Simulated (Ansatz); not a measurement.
A structure relaxed at PBE-D4/def2-SVP in Ansatz, charge -1, singlet:

```tsv
atom	x (Å)	y (Å)	z (Å)
In1	-1.143	4.073	2.325
As2	-3.560	2.731	2.479
In3	2.384	3.414	0.356
As4	4.209	1.552	1.034
As5	0.068	2.237	0.804
In6	0.498	-0.072	2.073
In7	-4.079	0.336	1.332
As8	-2.017	-1.135	2.156
In9	4.393	-1.030	0.061
As10	1.855	-1.745	0.534
In11	2.305	-4.009	1.872
In12	-2.451	-3.522	1.039
As13	-0.323	-4.917	1.940
As14	2.693	3.409	-2.340
In15	-1.101	2.005	-1.570
As16	-3.412	0.681	-1.210
In17	2.435	1.387	-4.215
As18	0.390	0.231	-2.910
In19	0.748	-2.197	-1.820
In20	-3.768	-1.542	-2.731
As21	-1.823	-2.952	-1.471
H22	-0.545	4.064	3.967
H23	-1.513	5.508	1.398
H24	-3.990	2.571	3.940
H25	-4.725	3.648	2.094
H26	2.739	4.999	1.008
H27	4.024	1.464	2.550
H28	5.565	2.266	1.097
H29	1.092	0.120	3.709
H30	-5.680	-0.249	1.719
H31	-2.332	-1.370	3.638
H32	5.466	-1.827	1.197
H33	4.729	-0.780	-1.634
H34	2.647	-3.713	3.561
H35	3.120	-5.193	0.875
H36	-3.983	-4.282	1.399
H37	-0.715	-5.344	3.359
H38	-0.463	-6.318	1.335
H39	3.958	4.234	-2.607
H40	1.720	4.513	-2.761
H41	-1.307	3.529	-2.413
H42	-4.473	1.676	-1.693
H43	3.923	0.495	-4.080
H44	1.854	2.206	-5.647
H45	-0.567	-0.092	-4.065
H46	1.597	-3.307	-2.875
H47	-5.320	-2.242	-2.324
H48	-3.235	-1.176	-4.357
H49	-1.886	-4.336	-2.128
```

Q: Give its formula.

A: In₁₁As₁₀H₂₈⁻, a nanocrystal cut from wurtzite InAs (hydrogen-capped).

Q: Summarise the bond lengths by kind (pairs closer than 1.2 times the sum of covalent radii, bridged metal pairs left out).

A: 28 × As–In 2.64 to 2.78 Å; 16 × H–In 1.74 to 1.75 Å; 12 × As–H 1.53 Å.

In the def2 sets In takes a core potential; there is no spin–orbit coupling. Single mean-field runs in def2-SVP are fitted with def2-universal-jkfit.
